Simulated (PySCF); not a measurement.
**Question.** Write Cartesian coordinates for `C#CC1=CC(=C2C=C2)C=C1` as optimised with PBE0-D3(BJ)/def2-SVP.

**Answer.** 
```xyz
16
C10H6 angstrom
C      3.243    1.077    1.086
C      2.334    0.412    0.629
C      1.291   -0.382    0.086
C     -0.062   -0.139    0.177
C     -0.744   -1.206   -0.520
C     -2.087   -1.338   -0.660
C     -3.422   -0.902   -0.439
C     -3.240   -2.021   -1.131
C      0.271   -2.108   -1.039
C      1.488   -1.613   -0.676
H      4.041    1.669    1.493
H     -0.535    0.701    0.682
H     -4.111   -0.175   -0.014
H     -3.676   -2.858   -1.672
H      0.073   -3.012   -1.614
H      2.464   -2.042   -0.900
```

Any rigid rotation of these coordinates is as good. Atoms count from 1 in this order. The 3-membered ring C6–C7–C8 has internal angles of 55.7° to 62.1°. The 5-membered ring C3–C4–C5–C9–C10 has internal angles of 107.5° to 108.9° (sum 540°, against 540° for a flat polygon); it is planar, 0.00 Å rms from its mean plane, widest ring torsion 0°. The C–C distances run from 1.216 Å (C1≡C2, drawn triple) to 1.461 Å (C3–C10, drawn single), a spread of 0.245 Å. The 10 heavy atoms lie in one plane (0.002 Å rms).

Bonds between heavy atoms (Å): C1≡C2 1.216, C2–C3 1.419, C3=C4 1.377, C4–C5 1.445, C5=C6 1.357, C6–C7 1.421, C7=C8 1.329, C5–C9 1.454, C9=C10 1.363, C3–C10 1.461, C6–C8 1.421.

Computed with PBE0-D3(BJ)/def2-SVP geometry optimisation, gas phase (PySCF 2.14.0).

Point group: Cs (every atom within 0.08 Å of its image). PBE0-D3(BJ)/def2-SVP frequencies: not computed here.

Hardware: an Arm Neoverse V2 with one thread, shared host. Cost: 64 s of wall time, 0.79 GiB resident at most. This is the geometry optimisation.
